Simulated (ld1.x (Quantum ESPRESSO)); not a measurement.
PBE TM dataset for sulfur, scalar-relativistic all-electron reference.

Input for ld1.x (Quantum ESPRESSO) 7.5:

```
&input
   title='S', zed=16., rel=1, dft='PBE', iswitch=3,
   config='[Ne] 3s2 3p2 3d-2',
   nld=3, rlderiv=1.75, eminld=-5.0, emaxld=5.0, deld=0.02
 /
 &inputp
   pseudotype=2, tm=.true., lloc=2,
   nlcc=.false.,
   file_pseudopw='S.UPF', file_wfcaegen='ae.wfc', file_wfcncgen='nc.wfc', file_beta='beta', file_chi='chi'
 /
3
3S  1  0   2.00   0.00  1.15  1.15  0.0
3P  2  1   2.00   0.00  1.60  1.60  0.0
3D  3  2  -2.00   0.10  1.45  1.45  0.0
 &test
   configts(1)='3s2 3p2'
 /
```

Command:

```bash
ld1.x < S.in > S.out
```

Resulting log (shortened: banner, matrices, multipoles, cross overlaps and the repeated all-electron block are left out):

```
Program LD1 v.7.5
     --------------------------- All-electron run ----------------------------

     S
     scalar relativistic calculation

     atomic number is 16.00
     dft =PBE   lsd =0 sic =0 latt =0  beta=0.20 tr2=1.0E-14
     Exchange-correlation= PBE
                           (   1   4   3   4   0   0   0)
     mesh =1151 r(mesh) =  99.72449 a.u. xmin = -7.00 dx = 0.01250
     1 Ry =  13.60569312 eV, c = 137.03599908

     n l     nl                  e(Ry)          e(Ha)          e(eV)
     1 0     1S 1( 2.00)      -178.7783       -89.3891     -2432.4020
     2 0     2S 1( 2.00)       -17.4513        -8.7256      -237.4367
     2 1     2P 1( 6.00)       -13.3994        -6.6997      -182.3087
     3 0     3S 1( 2.00)        -2.8955        -1.4478       -39.3954
     3 1     3P 1( 2.00)        -2.0564        -1.0282       -27.9793

     final scf error:  7.9E-15 reached in  22 iterations

     Etot =    -795.590456 Ry,    -397.795228 Ha,  -10824.559601 eV

     Ekin =     798.727953 Ry,     399.363977 Ha,   10867.247420 eV
     Encl =   -1872.056628 Ry,    -936.028314 Ha,  -25470.627986 eV
     Eh   =     327.276227 Ry,     163.638113 Ha,    4452.819905 eV
     Exc  =     -49.538008 Ry,     -24.769004 Ha,    -673.998940 eV

     normalization and overlap integrals

     s(1S/1S) =  1.000000  <r> =   0.0969  <r2> =    0.0126  r(max) =   0.0633
     s(2S/2S) =  1.000000  <r> =   0.4785  <r2> =    0.2724  r(max) =   0.3877
     s(2P/2P) =  1.000000  <r> =   0.4417  <r2> =    0.2438  r(max) =   0.3254
     s(3S/3S) =  1.000000  <r> =   1.5774  <r2> =    2.8557  r(max) =   1.3701
     s(3P/3P) =  1.000000  <r> =   1.7665  <r2> =    3.6338  r(max) =   1.4954

     ------------------------ End of All-electron run ------------------------

     --------------------- Generating NC pseudopotential ---------------------

      Generating local pot.: lloc=2, matching radius rcloc =   1.4500

      Wfc   3S  rcut= 1.136  Using Troullier-Martins method

      Wfc   3P  rcut= 1.612  Using Troullier-Martins method

     ------------------- End of pseudopotential generation -------------------

     Computing logarithmic derivative in   1.74836
     Computing logarithmic derivative in   1.74836
     Computing the partial wave expansion
     R is outside the sphere for l=    0 j= 0.00
     R is outside the sphere for l=    1 j= 0.00
       no projector for channel:   2

     ---------------------- Testing the pseudopotential ----------------------

     S
     scalar relativistic calculation

     atomic number is 16.00   valence charge is  6.00
     dft =PBE   lsd =0 sic =0 latt =0  beta=0.20 tr2=1.0E-14
     mesh =1151 r(mesh) =  99.72449 xmin = -7.00 dx = 0.01250

     n l     nl             e AE (Ry)        e PS (Ry)    De AE-PS (Ry)
     1 0     3S   1( 2.00)       -2.89551       -2.89551        0.00000
     2 1     3P   1( 2.00)       -2.05644       -2.05644        0.00001

     eps = 2.2E-16  iter =  6

     Etot =    -795.590456 Ry,    -397.795228 Ha,  -10824.559601 eV
     Etotps =   -17.661560 Ry,      -8.830780 Ha,    -240.297759 eV

     Ekin =       5.573238 Ry,       2.786619 Ha,      75.827769 eV
     Encl =     -33.610689 Ry,     -16.805345 Ha,    -457.296724 eV
     Ehrt =       8.582371 Ry,       4.291185 Ha,     116.769101 eV
     Ecxc =      -2.835243 Ry,      -1.417622 Ha,     -38.575451 eV
     Epseu=       4.628764 Ry,       2.314382 Ha,      62.977545 eV

     ---------------------- End of pseudopotential test ----------------------
```

Generation and configuration tests took about 1.1 s on one core of a shared server CPU.

Transferability test of the new file with ld1.x, input:

```
&input
   title='S', zed=16., rel=1, dft='PBE', iswitch=2,
   config='[Ne] 3s2 3p2 3d-2'
 /
 &test
   file_pseudo='S.UPF', nconf=8,
   configts(1)='3s2 3p2',
   configts(2)='3s2 3p4',
   configts(3)='3s2 3p3',
   configts(4)='3s2 3p1',
   configts(5)='3s2 3p0',
   configts(6)='3s1 3p5',
   configts(7)='3s2 3p4.3',
   configts(8)='3s2 3p3.5'
 /
```

```bash
ld1.x < S.test.in > S.test.out
```

Pseudopotential blocks of its output, shortened (energy terms left out):

```
     ---------------------- Testing the pseudopotential ----------------------

     n l     nl             e AE (Ry)        e PS (Ry)    De AE-PS (Ry)
     1 0     3S   1( 2.00)       -2.89551       -2.89551        0.00000
     2 1     3P   1( 2.00)       -2.05644       -2.05644        0.00001

     eps = 9.5E-17  iter =  6

     Etot =    -795.590456 Ry,    -397.795228 Ha,  -10824.559602 eV
     Etotps =   -17.661560 Ry,      -8.830780 Ha,    -240.297760 eV

     ---------------------- End of pseudopotential test ----------------------

          ---------------------- Testing the pseudopotential ----------------------

     n l     nl             e AE (Ry)        e PS (Ry)    De AE-PS (Ry)
     1 0     3S   1( 2.00)       -1.26832       -1.26978        0.00146
     2 1     3P   1( 4.00)       -0.51514       -0.51678        0.00164

     eps = 4.5E-15  iter = 30

     Etot =    -798.093271 Ry,    -399.046635 Ha,  -10858.612127 eV
     Etotps =   -20.167868 Ry,     -10.083934 Ha,    -274.397818 eV
     dEtot_ae =      -2.502814 Ry
     dEtot_ps =      -2.506308 Ry,   Delta E=       0.003494 Ry

     ---------------------- End of pseudopotential test ----------------------

          ---------------------- Testing the pseudopotential ----------------------

     n l     nl             e AE (Ry)        e PS (Ry)    De AE-PS (Ry)
     1 0     3S   1( 2.00)       -2.03078       -2.03240        0.00162
     2 1     3P   1( 3.00)       -1.23448       -1.23656        0.00208

     eps = 8.5E-15  iter = 26

     Etot =    -797.228269 Ry,    -398.614134 Ha,  -10846.843171 eV
     Etotps =   -19.300818 Ry,      -9.650409 Ha,    -262.601005 eV
     dEtot_ae =      -1.637812 Ry
     dEtot_ps =      -1.639258 Ry,   Delta E=       0.001446 Ry

     ---------------------- End of pseudopotential test ----------------------

          ---------------------- Testing the pseudopotential ----------------------

     n l     nl             e AE (Ry)        e PS (Ry)    De AE-PS (Ry)
     1 0     3S   1( 2.00)       -3.83970       -3.83489       -0.00481
     2 1     3P   1( 1.00)       -2.96012       -2.95384       -0.00629  !

     eps = 1.8E-15  iter = 12

     Etot =    -793.088429 Ry,    -396.544214 Ha,  -10790.517782 eV
     Etotps =   -15.162113 Ry,      -7.581056 Ha,    -206.291055 eV
     dEtot_ae =       2.502028 Ry
     dEtot_ps =       2.499447 Ry,   Delta E=       0.002581 Ry

     ---------------------- End of pseudopotential test ----------------------

          ---------------------- Testing the pseudopotential ----------------------

     n l     nl             e AE (Ry)        e PS (Ry)    De AE-PS (Ry)
     1 0     3S   1( 2.00)       -4.84547       -4.82950       -0.01597  !
     2 1     3P   1( 0.00)       -3.92855       -3.90686       -0.02169  !

     eps = 7.7E-16  iter = 19

     Etot =    -789.648916 Ry,    -394.824458 Ha,  -10743.720824 eV
     Etotps =   -11.734985 Ry,      -5.867493 Ha,    -159.662606 eV
     dEtot_ae =       5.941541 Ry
     dEtot_ps =       5.926575 Ry,   Delta E=       0.014966 Ry

     ---------------------- End of pseudopotential test ----------------------

          ---------------------- Testing the pseudopotential ----------------------

     n l     nl             e AE (Ry)        e PS (Ry)    De AE-PS (Ry)
     1 0     3S   1( 1.00)       -1.31802       -1.31836        0.00034
     2 1     3P   1( 5.00)       -0.55568       -0.55689        0.00121

     eps = 5.6E-15  iter = 17

     Etot =    -797.335435 Ry,    -398.667718 Ha,  -10848.301246 eV
     Etotps =   -19.410585 Ry,      -9.705293 Ha,    -264.094468 eV
     dEtot_ae =      -1.744979 Ry
     dEtot_ps =      -1.749026 Ry,   Delta E=       0.004047 Ry

     ---------------------- End of pseudopotential test ----------------------

          ---------------------- Testing the pseudopotential ----------------------

     n l     nl             e AE (Ry)        e PS (Ry)    De AE-PS (Ry)
     1 0     3S   1( 2.00)       -1.06534       -1.06653        0.00120
     2 1     3P   1( 4.30)       -0.32453       -0.32581        0.00128

     eps = 4.7E-15  iter = 30

     Etot =    -798.218869 Ry,    -399.109435 Ha,  -10860.320983 eV
     Etotps =   -20.293919 Ry,     -10.146960 Ha,    -276.112835 eV
     dEtot_ae =      -2.628413 Ry
     dEtot_ps =      -2.632359 Ry,   Delta E=       0.003946 Ry

     ---------------------- End of pseudopotential test ----------------------

          ---------------------- Testing the pseudopotential ----------------------

     n l     nl             e AE (Ry)        e PS (Ry)    De AE-PS (Ry)
     1 0     3S   1( 2.00)       -1.63479       -1.63649        0.00170
     2 1     3P   1( 3.50)       -0.86020       -0.86225        0.00205

     eps = 5.5E-15  iter = 30

     Etot =    -797.750778 Ry,    -398.875389 Ha,  -10853.952278 eV
     Etotps =   -19.824417 Ry,      -9.912208 Ha,    -269.724931 eV
     dEtot_ae =      -2.160322 Ry
     dEtot_ps =      -2.162857 Ry,   Delta E=       0.002535 Ry

     ---------------------- End of pseudopotential test ----------------------
```
